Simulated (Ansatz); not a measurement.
Consider the ligand exchange at the Sn–C bond: `[CH3][SnH]([F])[Cl]` + CH₃NH₂ → `C[NH][SnH]([F])[Cl]` + CH₄.

Program: Ansatz. Geometries: PBE0-D4/def2-TZVP. ΔE: electronic, gas phase. CCSD(T)/CBS adds triple-zeta CCSD(T) − MP2 to the extrapolated MP2 energy (def2 sets, frozen cores). This one scheme is used for every species. Functionals use def2-TZVPP. Elements past krypton have def2 core potentials. For Sn outer-core shells are correlated without core-valence functions, which leaves a few kJ/mol of doubt a bond. Each species was taken in one conformer, which may not be the lowest.

`[CH3][SnH]([F])[Cl]`:

```xyz
8

C     0.425    0.786    0.805
Sn   -0.212   -0.729   -0.525
F    -2.051   -1.067   -0.097
Cl   -0.266    0.132   -2.678
H    -0.240    1.640    0.686
H     0.373    0.417    1.829
H     1.447    1.079    0.568
H     0.524   -2.259   -0.588
```

CH₃NH₂:

```xyz
7

C    -0.253    0.309   -0.405
N     0.580   -0.584    0.383
H    -1.031    0.845    0.157
H    -0.746   -0.261   -1.196
H     0.378    1.054   -0.895
H     0.016   -1.290    0.838
H     1.055   -0.073    1.117
```

`C[NH][SnH]([F])[Cl]`:

Cartesian coordinates in Å:
```
C -0.412 1.349 -0.451
N 0.628 0.584 0.224
Sn 0.454 -1.397 0.329
F 0.319 -1.917 -1.504
Cl -1.592 -2.075 1.197
H -1.353 1.422 0.108
H -0.050 2.362 -0.646
H -0.629 0.893 -1.419
H 0.904 1.010 1.099
H 1.731 -2.230 1.063
```

CH₄:

```xyz
5

C     0.000    0.000    0.000
H     0.993   -0.213    0.394
H    -0.749   -0.237    0.756
H    -0.176   -0.606   -0.888
H    -0.069    1.056   -0.262
```

```
        level  ΔE (eV)
      BLYP-D4    -0.19
     BHLYP-D4    -0.15
       B2PLYP    -0.14
MP2/CBS(def2)    -0.16
```

Task: What does CCSD(T)/CBS give? (Estimate.)

Result: Ansatz gave: -0.15 eV. The listed levels differ from it by -0.04, 0.00, 0.01, -0.01 eV.

Largest T1 diagnostic among the species: 0.013.

From r2SCAN to r2SCAN0 (25 % exact exchange), in def2-TZVPP and without D4, ΔE moves by +0.04 eV. In def2-TZVPP, CCSD(T) changes the Hartree–Fock value by −0.03 eV (the triples alone add −0.02 eV) and MP2 by −0.05 eV. The D4 term adds −0.05 eV with B3LYP and −0.03 eV with PBE0; it sums over pairs of atoms, weighted by their polarisabilities, and B3LYP, whose exchange is more repulsive, gets the larger term.

B3LYP here is the variant with VWN-RPA as its local correlation; programs differ in this.

CCSD(T)/CBS has its own doubt, a few kJ/mol and more with outer-core shells, so smaller differences from it don't rank the levels.
